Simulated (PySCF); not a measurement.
Se(Br)(OH) (BrHOSe), SMILES Br[Se]O. Coordinates come from a B3LYP-D3(BJ)/def2-TZVP optimisation. Other conformers were not sampled.

Level of theory: B3LYP-D3(BJ)/def2-TZVP (PySCF).

Harmonic wavenumbers (cm⁻¹): 182, 287, 460, 667, 1113, 3758. Rotational constants (GHz): 12.33, 1.901, 1.655; symmetry number 1.

Problem. Work out the zero-point energy and the ideal-gas rigid-rotor harmonic-oscillator thermochemistry at 298.15 K and 1 atm.

Solution. ZPE = ½ Σ hcν = ½ × 6468 cm⁻¹ = 38.69 kJ/mol. H − E(el) = 52.36 kJ/mol. Entropy in J/(mol K): translation 173.22, rotation 110.95, vibration 20.78, total 304.95. G − E(el) = -38.56 kJ/mol. Cp = 58.62 J/(mol K).
